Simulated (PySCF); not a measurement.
# How methods differ on the excitation energy of Ca

Ca [Ar] 4s2 (1S) → Ca [Ar] 3d1 4s1 (3D), as a difference of total energies. All numbers are calculated (PySCF 2.14, scalar relativity by spin-free X2C-1e, in aug-cc-pwCVTZ-X2C). Correlated levels: valence: [Ar] frozen. The calculations carry no spin-orbit coupling.

```
           method  excitation energy (eV)
              UHF                   2.259
    MP2 (valence)                   2.700
SCS-MP2 (valence)                   2.887
   CCSD (valence)                   2.847
```

Errors of the correlated levels include the incompleteness of this basis and the frozen core.

With two correlated electrons CCSD is exact in that space.

Q: Which method comes closest to the reference value, and which is furthest?

A: The reference is 2.524 eV (measured; NIST levels, between the centres of gravity of the two terms). Closest: MP2 (valence) (error 0.176 eV); furthest: SCS-MP2 (valence) (error 0.363 eV).
